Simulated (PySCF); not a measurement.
## MAl cations for M along the fourth-period p block

CCSD(T) with double-zeta basis sets in PySCF, for the lowest determinant that a PBE0 search found; no spin–orbit coupling. De refers to high-spin ground-configuration atoms (the charge goes to the atom of lower measured ionisation energy or higher electron affinity, which is not always the lowest computed limit).

```tsv
M	basis	reference, frozen orbitals	charged atom	state (unpaired electrons)	Re (Å)	ωe (cm⁻¹)	De (eV)
Ga	6-31G(d,p)	ROHF, 14	Al+	doublet (σ ↑)	3.142	154	1.26
Ge	def2-SVP	ROHF, 14	Al+	triplet (σ ↑, π ↑)	2.888	160	0.76
As	pcseg-1	ROHF, 14	Al+	quartet (σ ↑, π ↑↑)	2.832	121	0.34
Br	pcseg-1	UHF, 14	Al+	doublet (σ ↑)	2.205	457	1.14
```

The shortest bond is that of AlBr⁺ (2.205 Å), the longest that of AlGa⁺ (3.142 Å).

The rows differ in basis set, which adds steps of its own.

The state changes along the series, so neighbouring rows are not always alike in their bonding.

Correlated steps freeze 14 core orbitals. UHF and ROHF references stand side by side, which adds small steps between rows. Weak bonds: AlAs⁺. Basis-set superposition, not corrected here, can be much of De in a small basis, most of all at correlated wavefunction levels. Spin–orbit coupling is left out. For an ion De counts to the pair picked by the measured ionisation energies or electron affinities, which need not be the lowest pair at this level. States were picked by a PBE0 search and need not be the measured ground states.
